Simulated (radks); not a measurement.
Spherical jellium clusters: N electrons in a uniform positive sphere of charge N and radius rs N^(1/3), rs = 2.29 bohr. Calculated with a radial shooting solver with Libxc functionals: non-relativistic Kohn-Sham, LDA (Slater exchange, Perdew-Wang correlation), spin-polarised, spherical densities. Levels are named by radial order and angular momentum (1s, 1p, 1d, 2s, ...), and open shells are averaged over m.

N = 13, configuration 1s2 1p6 1d(up 5, down 0). This is the lowest configuration that the search found. Occupied and some empty levels:

| level | occupation | eigenvalue (eV) | <r> (bohr) |
|---|---|---|---|
| 1s up | 1 | -10.125 | 3.412 |
| 1s down | 1 | -9.4504 | 3.282 |
| 1p up | 3 | -7.1074 | 4.279 |
| 1p down | 3 | -6.2069 | 4.248 |
| 1d up | 5 | -3.7341 | 5.113 |
| 2s up | 0 | -3.1447 | 5.170 |
| 1d down | 0 | -2.8065 | 5.227 |
| 2s down | 0 | -2.5981 | 5.388 |
| 2p up | 0 | -0.77836 | 8.144 |
| 2p down | 0 | -0.45961 | 9.142 |
| 1f up | 0 | -0.43560 | 6.587 |

Energy (eV): total -8.70083, kinetic 60.251, external -973.59, Hartree 465.10, exchange-correlation -72.894, background 512.43.
